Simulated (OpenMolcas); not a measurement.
## Computed transition rates of Xe2+

- Program: OpenMolcas 26.06
- Method: MS-RASPT2, IPEA 0.25 Eh, imaginary shift 0.1 Eh (closed shells correlated: 4d)
- Basis: ANO-RCC-VTZP [7s6p4d2f1g]
- Scalar Hamiltonian: DKH2, point nucleus
- Active space: 6 electrons in 9 orbitals (RAS2 5s 5p; RAS3 5d, at most 2 electrons)
- State averaging: 2S+1 = 3 even, 3 roots; 2S+1 = 1 even, 7 roots; 2S+1 = 3 odd, 3 roots; 2S+1 = 1 odd, 3 roots
- Spin-orbit coupling: state interaction with AMFI integrals over the reference wave functions, term energies averaged over their components

Rates come from the transition moments of the reference wave functions (E1 and E2 in the length form). At fixed line strength A goes as λ^-3 for E1 and M1 and as λ^-5 for E2, so a rate at the computed wavelength can be rescaled to the measured one. Measured vacuum wavelengths follow from level energies in Saloman, J. Phys. Chem. Ref. Data 33, 765 (2004). Branching counts decays inside the model space alone, at computed energies, and the table is only a selection of the E2 and M1 lines, drawn from those between levels with measured partners whose computed energy lies within a factor of 1.5 of the measured one.

```json
{"Upper": "5s2 5p4 3P0", "Lower": "5s2 5p4 3P2", "Type": "E2", "λ computed (nm)": "1286", "λ measured (nm)": "1230", "A computed (s-1)": "3.69e-02", "A rescaled (s-1)": "4.61e-02", "Branching %": "100.0"}
{"Upper": "5s2 5p4 1D2", "Lower": "5s2 5p4 3P1", "Type": "M1", "λ computed (nm)": "1261", "λ measured (nm)": "1369", "A computed (s-1)": "6.61e-01", "A rescaled (s-1)": "", "Branching %": "3.9"}
{"Upper": "5s2 5p4 3P1", "Lower": "5s2 5p4 3P2", "Type": "M1", "λ computed (nm)": "1178", "λ measured (nm)": "1021", "A computed (s-1)": "1.25e+01", "A rescaled (s-1)": "1.92e+01", "Branching %": "99.7"}
{"Upper": "5s2 5p4 1D2", "Lower": "5s2 5p4 3P2", "Type": "M1", "λ computed (nm)": "609.1", "λ measured (nm)": "584.8", "A computed (s-1)": "1.59e+01", "A rescaled (s-1)": "", "Branching %": "94.0"}
{"Upper": "5s2 5p4 1D2", "Lower": "5s2 5p4 3P2", "Type": "E2", "λ computed (nm)": "609.1", "λ measured (nm)": "584.8", "A computed (s-1)": "3.44e-01", "A rescaled (s-1)": "", "Branching %": "2.0"}
{"Upper": "5s2 5p4 1S0", "Lower": "5s2 5p4 1D2", "Type": "E2", "λ computed (nm)": "549.3", "λ measured (nm)": "526.2", "A computed (s-1)": "7.16e+00", "A rescaled (s-1)": "8.88e+00", "Branching %": "4.5"}
{"Upper": "5s2 5p4 1S0", "Lower": "5s2 5p4 3P1", "Type": "M1", "λ computed (nm)": "382.6", "λ measured (nm)": "380.1", "A computed (s-1)": "1.49e+02", "A rescaled (s-1)": "", "Branching %": "94.2"}
{"Upper": "5s2 5p4 1S0", "Lower": "5s2 5p4 3P2", "Type": "E2", "λ computed (nm)": "288.8", "λ measured (nm)": "277", "A computed (s-1)": "2.03e+00", "A rescaled (s-1)": "", "Branching %": "1.3"}
```

Spin-changing lines and M1 lines between different terms are not rescaled, since their strength hangs on the term gaps too.

The largest correction is for 5s2 5p4 3P1 → 5s2 5p4 3P2 (M1): 1.25e+01 × (1178 / 1021)^3 = 1.92e+01 s-1, a factor of 1.54.

The computed rate and branching of 5s2 5p4 3P0 → 5s2 5p4 3P2 give the upper level a radiative lifetime of 1.000 / 3.69e-02 s-1 = 2.71e+01 s, counting decays inside the model space alone. The rescaled rate gives about 2.2e+01 s.

No measured rate stands beside these. Rescaling mends the energy factor alone: line strengths can still be far off where a level mixes with configurations outside the active space, and weak or spin-changing lines hang on small mixing coefficients that depend on the term gaps too, so rescaling need not improve them.

CASPT2 does not keep the components of a term degenerate, so their means are used; among the terms shown or strongly mixed into the levels shown the widest spread is 87 cm-1 (5s2 5p4 1D). The run also gave levels led by 5s 5p4 5d, which use shells meant for correlation; these and all levels above them are left out. Computed and measured levels are paired by configuration, term and J; levels that our copy of the source lacks, or whose pairing is in doubt (as where it misses far off the trend of its configuration), stay unpaired. Only configurations of the active space appear.
